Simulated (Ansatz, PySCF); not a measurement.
This Ansatz (a quantum-chemistry and plane-wave program) input computes a PBE/def2-TZVPD energy:

Ansatz 0.2 input:
```yaml
crystal:
  periodic: [false, false, false]
  atoms:
    - {symbol: B, position_ang: [-0.00000000, -0.00000000, -1.31080356]}
    - {symbol: N, position_ang: [0.00000000, 0.00000000, 0.00000000]}
    - {symbol: B, position_ang: [0.00000000, 0.00000000, 1.31080356]}
basis:
  gaussian:
    orbitals: def2-TZVPD
hamiltonian:
  xc: {name: PBE}
magnetization: {spin_polarized: true, initial_magnetization: 1}
output: {forces: true}
```

### Question
Write an input for the same energy in PySCF and say what it gives.

### Answer

```python
from pyscf import gto, scf, dft

mol = gto.M(
    atom='''
    B    -0.00000000   -0.00000000   -1.31080356
    N     0.00000000    0.00000000    0.00000000
    B     0.00000000    0.00000000    1.31080356
    ''',
    basis='def2-tzvpd',
    charge=0,
    spin=1,
    symmetry='D2h',
    verbose=4,
)

mf = dft.UKS(mol, xc='pbe').density_fit(auxbasis='def2-universal-jkfit')
mf.grids.level = 3
mf.conv_tol = 1e-9
mf.max_cycle = 100
mf.max_memory = 1500
mf.kernel()
if not mf.converged:
    mf = mf.newton()
    mf.kernel(mf.make_rdm1())
mf.analyze()
```
It gives -104.20788 Eh, and Ansatz -104.20787 Eh, a difference of 0.01 mEh.

It need not be the lowest isomer of its formula.
